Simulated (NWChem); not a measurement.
Molecule: Si$_{2}$H$_{4}$OF$_{2}$; SMILES O[SiH2][SiH](F)F

```xyz
9

O      0.6403     2.3714     0.2721
Si    -0.5391     1.3075    -0.2433
Si     0.0544    -0.8762     0.3832
F     -0.9591    -1.9419    -0.2997
F      1.5316    -1.1652    -0.2293
H      1.5149     2.2678    -0.1152
H     -0.7323     1.3314    -1.7283
H     -1.8029     1.7171     0.4277
H      0.1159    -1.1845     1.8373
```
Atoms are numbered in this order, from 1.

Level: PBE0/def2-SVP (NWChem), optimised geometry, unscaled harmonic frequencies. 

```json
[
 {"frequency (cm⁻¹)": "35", "IR intensity (km/mol)": "4.9"},
 {"frequency (cm⁻¹)": "82", "IR intensity (km/mol)": "1.6"},
 {"frequency (cm⁻¹)": "180", "IR intensity (km/mol)": "33.2"},
 {"frequency (cm⁻¹)": "211", "IR intensity (km/mol)": "7.1"},
 {"frequency (cm⁻¹)": "250", "IR intensity (km/mol)": "109.9"},
 {"frequency (cm⁻¹)": "309", "IR intensity (km/mol)": "22.0"},
 {"frequency (cm⁻¹)": "436", "IR intensity (km/mol)": "7.8"},
 {"frequency (cm⁻¹)": "527", "IR intensity (km/mol)": "21.0"},
 {"frequency (cm⁻¹)": "708", "IR intensity (km/mol)": "88.9"},
 {"frequency (cm⁻¹)": "800", "IR intensity (km/mol)": "301.9"},
 {"frequency (cm⁻¹)": "820", "IR intensity (km/mol)": "19.4"},
 {"frequency (cm⁻¹)": "827", "IR intensity (km/mol)": "82.2"},
 {"frequency (cm⁻¹)": "843", "IR intensity (km/mol)": "258.2"},
 {"frequency (cm⁻¹)": "892", "IR intensity (km/mol)": "48.9"},
 {"frequency (cm⁻¹)": "926", "IR intensity (km/mol)": "62.0"},
 {"frequency (cm⁻¹)": "932", "IR intensity (km/mol)": "23.9"},
 {"frequency (cm⁻¹)": "954", "IR intensity (km/mol)": "168.1"},
 {"frequency (cm⁻¹)": "2212", "IR intensity (km/mol)": "112.2"},
 {"frequency (cm⁻¹)": "2261", "IR intensity (km/mol)": "90.3"},
 {"frequency (cm⁻¹)": "2270", "IR intensity (km/mol)": "133.4"},
 {"frequency (cm⁻¹)": "3926", "IR intensity (km/mol)": "117.9"}
]
```

```yaml
zero_point_energy: 29.1 kcal/mol
thermal correction to the enthalpy at 298.15 K (with zero-point energy): 34.5 kcal/mol
heat capacity Cv: 24.7 cal/(mol K)
entropy at 298.15 K and 1 atm (symmetry number 1): 87.5 cal/(mol K)
dipole_moment: 1.13 D
```

Rigid rotor and harmonic oscillator; modes under 100 cm⁻¹ make the entropy uncertain.
